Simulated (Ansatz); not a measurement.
`N[Si]N([SiH3])[SiH3]` + H₂S → `[SiH3]N([SiH3])[Si]S` + NH₃  (ligand exchange at the Si–N bond)

Gas-phase electronic energies from Ansatz, PBE0-D4/def2-TZVP geometries. CBS: MP2 limit from def2 TZ/QZ plus the TZ coupled-cluster correction, frozen cores. This one scheme is used for every species. DFT in def2-TZVPP. B3LYP here is the variant with VWN-RPA as its local correlation; programs differ in this. Each species was taken in one conformer, which may not be the lowest.

Task: Is it downhill or uphill in electronic energy at CCSD(T)/CBS, and by how much? (Best estimate.)

Result: Computed: Uphill: ΔE = +7.0 kJ/mol.

Task: What do these levels give: r2SCAN-D4, PBE, B3LYP, CCSD/def2-SVP, HF/def2-TZVPP, MP2/def2-QZVPP? (Estimate.)

Result: Computed: r2SCAN-D4 5.4, PBE -0.6, B3LYP 11.6, CCSD/def2-SVP 19.3, HF/def2-TZVPP 23.3, MP2/def2-QZVPP 6.3 kJ/mol.

Largest T1 diagnostic among the species: 0.014.

The D4 term adds −4.3 kJ/mol with B3LYP and −2.3 kJ/mol with PBE0; it sums over pairs of atoms, weighted by their polarisabilities, and B3LYP, whose exchange is more repulsive, gets the larger term. In def2-TZVPP, CCSD(T) changes the Hartree–Fock value by −12.9 kJ/mol (the triples alone add −3.9 kJ/mol) and MP2 by −15.5 kJ/mol.
